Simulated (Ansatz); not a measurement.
Reaction (redistribution): `C[O][Al]([O]C)[O]C` + `[Li][Cl]` → `C[O][Al]([Cl])[O]C` + `[Li][O]C`

Gas-phase electronic energies from Ansatz, PBE0-D4/def2-TZVP geometries. CCSD(T)/CBS adds triple-zeta CCSD(T) − MP2 to the extrapolated MP2 energy (def2 sets, frozen cores). Functionals use def2-TZVPP. B3LYP here is the variant with VWN-RPA as its local correlation; programs differ in this. For Li outer-core shells are correlated without core-valence functions, which leaves a few kJ/mol of doubt a bond. One conformer a species, not always the lowest.

| level | ΔE (kJ/mol) | difference from CCSD(T)/CBS |
| --- | --- | --- |
| PBE-D4 | 59.5 | -14.3 |
| r2SCAN-D4 | 72.0 | -1.8 |
| PBE0-D4 | 69.3 | -4.5 |
| B3LYP-D4 | 69.9 | -3.9 |
| ωB97X-V | 74.2 | 0.4 |
| ωB97M-V | 72.1 | -1.7 |
| B2PLYP | 70.7 | -3.1 |
| PBE | 59.3 | -14.5 |
| r2SCAN | 71.6 | -2.2 |
| PBE0 | 69.0 | -4.8 |
| B3LYP | 69.8 | -4.0 |
| HF/def2-TZVPP | 95.1 | 21.3 |
| MP2/def2-TZVPP | 71.0 | -2.8 |
| SCS-MP2/def2-TZVPP | 73.7 | -0.1 |
| CCSD/def2-TZVPP | 77.6 | 3.8 |
| CCSD(T)/def2-TZVPP | 74.5 | 0.7 |
| HF/def2-QZVPP | 95.3 | 21.5 |
| MP2/def2-QZVPP | 70.7 | -3.1 |
| SCS-MP2/def2-QZVPP | 73.6 | -0.2 |
| HF/CBS(def2) | 95.3 | 21.5 |
| MP2/CBS(def2) | 70.4 | -3.4 |
| CCSD/CBS(def2) | 77.0 | 3.2 |
| CCSD(T)/CBS | 73.8 | 0 |

Largest T1 diagnostic among the species: 0.013.

From PBE to PBE0 (25 % exact exchange), in def2-TZVPP and without D4, ΔE moves by +9.8 kJ/mol. In def2-TZVPP, CCSD(T) changes the Hartree–Fock value by −20.7 kJ/mol (the triples alone add −3.2 kJ/mol) and MP2 by −24.1 kJ/mol.
